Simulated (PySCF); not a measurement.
These 4 structures share the formula C3H8O3Si. The calculation used PySCF 2.14.0, PBE0-D3(BJ)/def2-SVP geometry optimisation, gas phase. One conformer each; no zero-point energy, no entropy. No frequencies were run at this level. Point groups hold within 0.08 Å.

**Question.** Rank from lowest to highest electronic energy at this level (kJ/mol).
A. `[CH3:1][O:2][SiH2:3][O:4][C:5]([CH3:6])=[O:7]` with C1–O2–Si3–O4 180°, O2–Si3–O4–C5 180°, Si3–O4–C5–C6 180°
B. `[CH3:1][C:2](=[O:3])[O:4][CH2:5][O:6][SiH3:7]` with C1–C2–O4–C5 -176°, C2–O4–C5–O6 -73°, O4–C5–O6–Si7 94°
C. `[CH3:1][O:2][SiH:3]([CH:4]=[O:5])[O:6][CH3:7]` with C1–O2–Si3–C4 178°, O2–Si3–C4–O5 -173°, O2–Si3–O6–C7 -172°
D. `[OH:1][SiH:2]1[O:3][CH2:4][CH2:5][CH2:6][O:7]1` with H–O1–Si2–O3 58°, O1–Si2–O3–C4 -145°, Si2–O3–C4–C5 43°, O3–C4–C5–C6 -58°, C4–C5–C6–O7 58°

**Answer.** D (0.0), A (109.0), B (217.3), C (249.2).

As drawn, the lowest has an O–H bond, which the highest lacks; the highest has a C=O bond and an Si–C bond, which the lowest lacks.

```json
{"SMILES": "O[SiH]1OCCCO1", "E (Eh)": "-633.57695", "E rel (kJ/mol)": "0.0", "dipole (D)": "2.87", "point group": "Cs", "A, B, C (MHz)": "3849, 1947, 1478"}
{"SMILES": "CO[SiH2]OC(C)=O", "E (Eh)": "-633.53545", "E rel (kJ/mol)": "109.0", "dipole (D)": "1.42", "point group": "Cs", "A, B, C (MHz)": "7249, 1009, 905.3"}
{"SMILES": "CC(=O)OCO[SiH3]", "E (Eh)": "-633.49420", "E rel (kJ/mol)": "217.3", "dipole (D)": "2.00", "point group": "C1", "A, B, C (MHz)": "4345, 1409, 1159"}
{"SMILES": "CO[SiH](C=O)OC", "E (Eh)": "-633.48204", "E rel (kJ/mol)": "249.2", "dipole (D)": "2.26", "point group": "C1", "A, B, C (MHz)": "2847, 1612, 1090"}
```
